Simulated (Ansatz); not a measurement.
Potential energy surface of H2N (cation, charge +1), triplet: map of symmetric stretch and bend. Scanned: N-H bond length and H-N-H angle.

Computed with unrestricted PBE/cc-pVDZ in Ansatz (a quantum-chemistry and plane-wave program).

Energy in kJ/mol above the lowest grid point; x is the N-H bond length (Å), y the H-N-H angle (°).

| y \ x | 0.88 | 0.93 | 0.97 | 1.03 | 1.07 | 1.13 | 1.18 | 1.23 | 1.29 | 1.35 | 1.39 |
|---|---|---|---|---|---|---|---|---|---|---|---|
| 180 | 150.4 | 66.8 | 27.4 | 2.0 | 1.8 | 19.2 | 45.3 | 78.4 | 124.0 | 173.4 | 207.2 |
| 171.28 | 150.4 | 66.7 | 27.2 | 1.6 | 1.3 | 18.7 | 44.6 | 77.7 | 123.3 | 172.6 | 206.4 |
| 158.09 | 151.1 | 66.8 | 26.8 | 0.7 | 0.0 | 16.8 | 42.4 | 75.1 | 120.5 | 169.5 | 203.2 |
| 150.23 | 153.0 | 68.1 | 27.8 | 1.1 | 0.1 | 16.5 | 41.7 | 74.2 | 119.2 | 168.0 | 201.6 |
| 137.69 | 161.3 | 75.3 | 34.2 | 6.5 | 4.9 | 20.3 | 44.9 | 76.7 | 121.1 | 169.4 | 202.6 |
| 128.86 | 173.1 | 86.2 | 44.4 | 15.8 | 13.6 | 28.3 | 52.3 | 83.5 | 127.2 | 175.0 | 207.9 |
| 120.03 | 191.9 | 103.8 | 61.1 | 31.4 | 28.5 | 42.3 | 65.5 | 96.0 | 138.9 | 185.8 | 218.2 |
| 111.26 | 219.1 | 129.4 | 85.7 | 54.4 | 50.7 | 63.3 | 85.6 | 115.2 | 157.0 | 202.9 | 234.7 |
| 99.39 | 271.8 | 179.7 | 134.0 | 100.1 | 94.8 | 105.1 | 125.7 | 153.7 | 193.7 | 237.8 | 268.4 |
| 90.20 | 327.3 | 233.0 | 185.5 | 149.0 | 141.9 | 149.9 | 168.7 | 195.0 | 233.1 | 275.5 | 304.9 |
| 77.85 | 425.8 | 327.6 | 277.3 | 236.4 | 226.6 | 230.5 | 246.2 | 269.5 | 304.3 | 343.5 | 370.9 |
| 70 | 505.6 | 404.2 | 351.3 | 307.1 | 295.1 | 296.0 | 309.2 | 326.7 | 340.0 | 358.3 | 373.5 |

Points that lie below all their neighbours on the grid: x = 1.07, y = 158.09 (0.0 kJ/mol).
